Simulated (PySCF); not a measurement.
Molecule: C2H6BO3, SMILES [O]B(OC)OC, doublet. Atoms near the plane z = 1.2 Å, at the PBE0/def2-SVP optimised geometry (x, y, z in Å): C1 (0.9, 1.8, 0.0), O2 (0.1, 0.6, 0.0), B3 (-1.2, 0.6, 0.0), O4 (-1.9, 1.8, 0.0), O5 (-2.0, -0.6, 0.0), C6 (-1.4, -1.8, 0.0), H7 (0.7, 2.4, 0.9), H9 (2.0, 1.5, 0.0), H10 (-1.7, -2.4, 0.9), H12 (-0.3, -1.8, 0.0).

Calculation: PySCF 2.14.0 with unrestricted PBE0/def2-TZVP. The values are rescaled to run from 0 to 1.

```
|                             |
|                             |
|                             |
|                ..           |
|              .:::..         |
|       ...   .:+#*=..        |
|      .:::....=%%%#-.        |
|     .:-=-:..:+% *%=:.       |
|     .:=++-:.:=%%@%=:.       |
|     .:=*+=:.:=*%%*-:.       |
|     .:-==-::-=+*+=:..       |
|      .:-----=+++-:...       |
|      ..:---=+**=:..         |
|      .:-----=++-:.          |
|     .:-==-::---:.           |
|     .-+*+=:..:..            |
|     .-+*+=:....             |
|     .:=++=:...              |
|     .:-+*+-:..              |
|     .:=#%#+-:.              |
|     .:*%%@#=:.              |
|     .:#%.##-:.              |
|     .:*@%%+:.               |
|      .-*#*-..               |
|       .:::.                 |
|         .                   |
|                             |
|                             |
|                             |
```
Scale: ten equal steps from 0.000 (start of ' ') to 1.00 (end of '@'), in the order ' .:-=+*#%@'; x runs from -4.50 to 4.50, y from -4.50 (bottom) to 4.50 (top).

Q: Which quantity is mapped?
A. log10 of the electron density
B. deformation density (molecule minus spherical neutral atoms)
C. electrostatic potential
D. Laplacian of the electron density

A: D, Laplacian of the electron density. In full: Laplacian of the electron density (e/bohr⁵).
